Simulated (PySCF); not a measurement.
Isomers C$_{5}$H$_{10}$OSi$_{3}$:

A. SMILES C#C[Si@@H](C)[Si@H](C#C)O[SiH3]
B. SMILES C#C[Si@@H](O[SiH3])[SiH2]C#CC
C. `InChI=1S/C5H10OSi3/c1-2-5(6-3-1)9-7-4-8-9/h1-3,9H,4,7-8H2`

Spectrum 1. $^{13}$C{$^{1}$H} NMR (computed): δ 117.5 (C), 104.8 (CH), 90.6 (C), 77.1 (C), 6.4 (CH3).

Spectrum 2. $^{13}$C{$^{1}$H} NMR (computed): δ 105.9 (CH), 104.8 (CH), 90.4 (C), 87.9 (C), -5.8 (CH3).

Spectrum 3. $^{13}$C{$^{1}$H} NMR (computed): δ 155.7 (C), 154.1 (CH), 128.9 (CH), 117.3 (CH), -10.0 (CH2).

- GFN2-xTB structure
- NMR shieldings at PBE0/pcSseg-1/GIAO
- program: PySCF 2.14.0 with density-fitted response routines
- in vacuum, no relativistic terms, single conformer, averaged over atoms made equivalent by symmetry, fast rotation or ring inversion

References, each an isolated molecule treated in the same way: $^{13}$C (σ = 186.93 ppm) vs TMS. Shifts are as computed. Against solution values, carbons near 30 ppm lie about +3 ppm off and those near 130 ppm about +5 ppm. Of 1211 compounds with measured shifts, 218 miss one by over three times the rms of a fit or turn the order of signals round; such compounds aren't used in these exercises.

**Question.** Which spectrum belongs to which compound?

**Answer.** 1–B, 2–A, 3–C.

- Spectrum 1 (B): 5 $^{13}$C signals; δC 104.8 is a terminal alkyne carbon; δC 90.6 is an alkyne carbon.
- Spectrum 2 (A): 5 $^{13}$C signals; δC 104.8 is a terminal alkyne carbon; δC 90.4 is an alkyne carbon.
- Spectrum 3 (C): 5 $^{13}$C signals; δC 128.9 is an aromatic CH; δC -10.0 is an sp3 CH2 bonded to 2 Si.
